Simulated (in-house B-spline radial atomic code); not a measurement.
Successive ionisation energies of promethium; each step leads to the configuration of the next row (after the last: [Ar] 3d6). Dirac energy differences include first-order Breit, QED and recoil terms. NIST's values go from ground level to ground level; the uncertainty of those that are theory runs from under 0.1 % in few-electron ions to several per cent in heavy many-electron ones. Computed with an all-electron radial atomic-structure program (B-spline basis): Dirac-Hartree-Fock, average of the configuration, finite nuclei.

| ion | configuration | ionisation energy (eV) | tabulated value (eV) | tabulated kind | computed minus tabulated (eV) | highest orbital | largest mean radius (bohr) |
| --- | --- | --- | --- | --- | --- | --- | --- |
| Pm22+ | [Kr] 4d3 | 685.1 | 689 | tabulated theory | -3.9 | 4d5/2 | 0.59306 |
| Pm23+ | [Kr] 4d2 | 723.9 | 730 | tabulated theory | -6.1 | 4d5/2 | 0.58631 |
| Pm24+ | [Kr] 4d1 | 763.4 | 767 | tabulated theory | -3.6 | 4d5/2 | 0.57974 |
| Pm25+ | [Ar] 3d10 4s2 4p6 | 927.0 | 916 | tabulated theory | 11.0 | 4p3/2 | 0.56721 |
| Pm26+ | [Ar] 3d10 4s2 4p5 | 967.6 | 956 | tabulated theory | 11.6 | 4p3/2 | 0.56231 |
| Pm27+ | [Ar] 3d10 4s2 4p4 | 1008.8 | 998 | tabulated theory | 10.8 | 4p3/2 | 0.55787 |
| Pm28+ | [Ar] 3d10 4s2 4p3 | 1050.3 | 1040 | tabulated theory | 10.3 | 4p3/2 | 0.55351 |
| Pm29+ | [Ar] 3d10 4s2 4p2 | 1092.4 | 1113 | tabulated theory | -20.6 | 4p3/2 | 0.54925 |
| Pm30+ | [Ar] 3d10 4s2 4p1 | 1134.9 | 1158 | tabulated theory | -23.1 | 4p3/2 | 0.54506 |
| Pm31+ | [Ar] 3d10 4s2 | 1261.0 | 1261 | tabulated theory | 0.0 | 4s1/2 | 0.52466 |
| Pm32+ | [Ar] 3d10 4s1 | 1307.3 | 1308.7 | semi-empirical | -1.4 | 4s1/2 | 0.52089 |
| Pm33+ | [Ar] 3d10 | 2261.2 | 2251 | tabulated theory | 10.2 | 3d5/2 | 0.25558 |
| Pm34+ | [Ar] 3d9 | 2359.3 | 2344 | tabulated theory | 15.3 | 3d5/2 | 0.25372 |
| Pm35+ | [Ar] 3d8 | 2459.0 | 2443 | tabulated theory | 16.0 | 3d5/2 | 0.25187 |
| Pm36+ | [Ar] 3d7 | 2560.2 | 2549 | tabulated theory | 11.2 | 3d5/2 | 0.25027 |

Where is the largest jump?

From Pm32+ to Pm33+, by a factor of 1.73 (1307.3 to 2261.2 eV); the highest orbital goes from 4s1/2 to 3d5/2.

Where a p, d or f electron is removed, the computed value is a mean over both j, so it misses the tabulated one by a part of the spin-orbit splitting; averaging over terms and missing correlation add to the gap, relatively most at low charge.
